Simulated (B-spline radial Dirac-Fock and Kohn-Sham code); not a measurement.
# Auger parameter of niobium: the K level and its strongest K-LL line

Method: multi-electron Dirac-Fock with separately optimised hole states, Breit and Lamb-shift corrections added in first order. Computed with a radial B-spline solver. The modified Auger parameter α′ is the binding energy plus the kinetic energy of the Auger electron; it does not depend on the energy zero. For free ions it tends to fall with charge, since less charge screens the final holes.

| species | configuration | binding 1s (eV) | Auger line | kinetic (eV) | α′ (eV) |
| --- | --- | --- | --- | --- | --- |
| Nb | [Kr] 4d4 5s1 | 18990.7 | L2L3 J=2 | 14028.6 | 33019.2 |
| Nb | [Kr] 4d3 5s1 5p1 | 18995.5 | L2L3 J=2 | 14022.0 | 33017.5 |
| Nb | [Kr] 4d3 5s2 | 18994.3 | L2L3 J=2 | 14023.1 | 33017.5 |
| Nb⁺ | [Kr] 4d4 | 18998.2 | L2L3 J=2 | 14019.6 | 33017.7 |
| Nb⁺ | [Kr] 4d2 5s2 | 19006.6 | L2L3 J=2 | 14007.7 | 33014.3 |
| Nb⁺ | [Kr] 4d3 5p1 | 19003.4 | L2L3 J=2 | 14012.7 | 33016.1 |
| Nb⁺ | [Kr] 4d3 5s1 | 19002.1 | L2L3 J=2 | 14013.8 | 33015.9 |
| Nb⁺ (Watson 1.6 Å) | [Kr] 4d4 | 18990.0 | L2L3 J=2 | 14028.4 | 33018.3 |
| Nb²⁺ | [Kr] 4d3 | 19011.1 | L2L3 J=2 | 14003.6 | 33014.7 |
| Nb²⁺ (Watson 2.2 Å) | [Kr] 4d3 | 18998.0 | L2L3 J=2 | 14016.7 | 33014.7 |
| Nb³⁺ | [Kr] 4d2 | 19026.0 | L2L3 J=2 | 13985.9 | 33011.9 |
| Nb³⁺ (Watson 1.8 Å) | [Kr] 4d2 | 19002.1 | L2L3 J=2 | 14009.9 | 33012.0 |
| Nb³⁺ (Watson 3 Å) | [Kr] 4d2 | 19011.6 | L2L3 J=2 | 14000.3 | 33011.9 |
| Nb⁴⁺ | [Kr] 4d1 | 19042.7 | L2L3 J=2 | 13966.5 | 33009.3 |
| Nb⁴⁺ (Watson 3 Å) | [Kr] 4d1 | 19023.5 | L2L3 J=2 | 13985.7 | 33009.3 |
| Nb⁵⁺ | [Ar] 3d10 4s2 4p6 | 19061.1 | L2L3 J=2 | 13945.6 | 33006.7 |
| Nb⁵⁺ (Watson 1.8 Å) | [Ar] 3d10 4s2 4p6 | 19021.1 | L2L3 J=2 | 13985.6 | 33006.7 |
| Nb⁵⁺ (Watson 2.2 Å) | [Ar] 3d10 4s2 4p6 | 19028.4 | L2L3 J=2 | 13978.3 | 33006.7 |
